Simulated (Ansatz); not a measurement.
`CO[SiH](O)Cl`, charge 0, multiplicity 1.

Q: Give a relaxed structure at PBE0-D4/def2-TZVP (Ansatz 0.2.0). (Best estimate.)

A: Computed: 
Z-matrix (Å, degrees):
```
C
O 1 1.411
H 1 1.095 2 111.2
H 1 1.094 2 111.2 3 121.5
H 1 1.090 2 107.9 3 -119.1
Si 2 1.623 1 126.5 3 -65.0
Cl 6 2.059 2 108.1 1 -50.2
O 6 1.621 2 109.2 1 -171.5
H 6 1.472 2 113.4 1 69.1
H 8 0.959 6 118.6 2 55.2
```
This is one stationary point; other conformers may exist.
